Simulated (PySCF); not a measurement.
Si(Cl)(OH)2(NH2) (ClH₄NO₂Si), SMILES N[Si](O)(O)Cl.

Geometry optimised at PBE0-D3(BJ)/def2-SVP. Other conformers were not sampled.

All values below come from TDDFT-LC-ωPBE/def2-SVPD (PySCF).

Vertical excitations. Isolated molecule, no solvent.

Computed lowest excited states:
```csv
state,energy (eV),λ (nm),f,main pairs
S1,7.66,162,0.035,"HOMO→LUMO 66 %, HOMO→LUMO+2 19 %"
S2,8.60,144,0.029,"HOMO−1→LUMO 51 %, HOMO−4→LUMO 9 %"
S3,8.82,141,0.012,"HOMO→LUMO+4 27 %, HOMO→LUMO+8 21 %, HOMO−2→LUMO 10 %, HOMO→LUMO+3 10 %"
S4,8.85,140,0.059,"HOMO−2→LUMO 40 %, HOMO−3→LUMO 9 %, HOMO→LUMO+4 7 %"
S5,9.16,135,0.084,"HOMO−2→LUMO 15 %, HOMO−3→LUMO 13 %, HOMO→LUMO+2 12 %, HOMO−1→LUMO 9 %"
S6,9.26,134,0.088,"HOMO−4→LUMO 21 %, HOMO−3→LUMO 13 %, HOMO−1→LUMO 8 %, HOMO−1→LUMO+3 7 %"
S7,9.34,133,0.028,"HOMO→LUMO+2 12 %, HOMO−3→LUMO 10 %, HOMO→LUMO 8 %, HOMO−4→LUMO 8 %"
S8,9.80,127,0.048,"HOMO→LUMO+1 20 %, HOMO→LUMO+4 14 %, HOMO→LUMO+8 10 %, HOMO→LUMO+2 9 %"
S9,9.84,126,0.012,"HOMO→LUMO+1 14 %, HOMO−5→LUMO 13 %, HOMO→LUMO+9 10 %, HOMO→LUMO+3 8 %"
S10,9.90,125,0.035,"HOMO−5→LUMO 17 %, HOMO−6→LUMO 8 %, HOMO−5→LUMO+1 8 %, HOMO−1→LUMO+3 7 %"
T1,7.22,172,0,"HOMO→LUMO 56 %, HOMO→LUMO+2 22 %"
T2,8.20,151,0,"HOMO−1→LUMO 42 %, HOMO−4→LUMO 10 %"
T3,8.37,148,0,"HOMO−2→LUMO 33 %, HOMO−3→LUMO 17 %, HOMO−4→LUMO+1 8 %, HOMO→LUMO+1 6 %"
T4,8.54,145,0,"HOMO→LUMO+4 30 %, HOMO→LUMO+8 23 %, HOMO→LUMO+3 11 %, HOMO−4→LUMO 6 %"
```
Triplets are in the Tamm–Dancoff approximation, which puts them higher than full response would, so one can lie above its singlet here.
